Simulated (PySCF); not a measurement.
Vertical excitations of a molecule C₃H₉FOSi from TDA-ωB97X/def2-SVPD (PySCF), as energy in eV (oscillator strength): 7.36 (0.001), 8.05 (0.007), 8.31 (0.004), 8.68 (0.042), 8.94 (0.022), 9.09 (0.062). Lowest triplet (TDA): 6.90 eV. Geometry: r2SCAN-D4/def2-SVP. One conformer was computed; it need not be the lowest.

**Question.** Pick the molecule that these values belong to.
(A) CC[C@@H](F)[SiH2]O
(B) COCC[SiH2]F
(C) CO[C@](C)(F)[SiH3]
(D) CC(C)(F)[SiH2]O

**Answer.** D, CC(C)(F)[SiH2]O
